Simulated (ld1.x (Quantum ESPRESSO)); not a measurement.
Be (Z = 4), TM: configuration errors across variants

ld1.x (Quantum ESPRESSO) 7.5 input, shortened:

```
&input
   title='Be', zed=4., rel=1, dft='BP', iswitch=3,
   config='[He] 2s1.75 2p0.25 3d-2'
 /
 &inputp
   pseudotype=2, tm=.true., lloc=0,
   nlcc=.false.
 /
3
2P  2  1   0.25   0.00  4.20  4.20  0.0
3D  3  2  -2.00   0.05  4.40  4.40  0.0
1S  1  0   2.00   0.00  0.50  0.50  0.0
 &test
   configts(1)='1s2 2s1.75 2p0.25'
 /
```

Occupied shells without a wave of their own: 2s. They enter only through the test configuration that unscreens the potential.

All-electron excitation energies from the reference (eV): (1) 1s2 2s2 2p0 -0.905; (2) 1s2 2s1 2p0 8.735; (3) 1s2 2s0 2p0 26.599; (4) 1s2 2s1.5 2p0 2.902; (5) 1s1 2s2 2p0 127.605; (6) 1s2 2s0 2p2 6.375.

For the base: The 2s level has no wave, so the channel is fitted at the deeper level alone: the likely source of the large errors.

Tests that are not counted but printed errors over 1 eV. “base”: 1s2 2s0 2p1 (solver errors, printed error -3.8 eV). “wave 2p (bound): rc 4.20 bohr becomes 2p (bound): rc 6.22 bohr”: 1s2 2s0 2p1 (solver errors, printed error -3.7 eV); 1s2 2s0 2p2 (solver errors, printed error -13.8 eV). “wave 3d channel at 0.05 Ry: rc 4.40 bohr becomes 3d channel at 7.32 Ry: rc 4.40 bohr”: 1s2 2s0 2p1 (solver errors, printed error -3.8 eV).

1 further variants failed, have other tests or too few solved ones, and are left out.

A true bound ghost makes a file unfit for plane-wave use even where its test errors are small: the radial tests pick states by their node count and pass the ghost by. Where a test does run into it, the solver fails or the error is huge.

Errors AE − PS in meV (a dash: test not solved or not reliable):

| change | (1) | (2) | (3) | (4) | (5) | (6) | bound ghosts |
| --- | --- | --- | --- | --- | --- | --- | --- |
| base | -9.8 | +57 | +168 | +18 | +266 | +38 | none |
| type ultrasoft; waves now 1s (bound): rc 0.50 bohr; 2s (bound): rc 0.50 bohr; 2p (bound): rcut 3.65, rcutus 4.20 bohr; 2p channel at 3.65 Ry: rcut 3.65, rcutus 4.20 bohr; 3d channel at 0.05 Ry: rcut 3.85, rcutus 4.40 bohr; 3d channel at 2.3 Ry: rcut 3.85, rcutus 4.40 bohr; local potential all-electron potential smoothed inside 0.40 bohr (lloc = -2); augmentation PSQ, radius 0.55 bohr | +3.4 | +5.2 | +14 | +3.9 | -536 | -44 | p |
| wave 2p (bound): rc 4.20 bohr becomes 2p (bound): rc 6.22 bohr | -13 | +116 | +304 | +44 | +462 | – | p |
| wave 3d channel at 0.05 Ry: rc 4.40 bohr becomes 3d channel at 7.32 Ry: rc 4.40 bohr | -9.8 | +57 | +168 | +18 | +266 | +38 | none |
| wave 1s (bound): rc 0.50 bohr becomes 1s (bound): rc 0.74 bohr | -46 | +213 | +662 | +62 | +561 | +267 | none |

Q: Give the same row for: local potential the d channel.

A: -421, +1817, +5604, +518, -2000, +3026; bound ghosts: none.
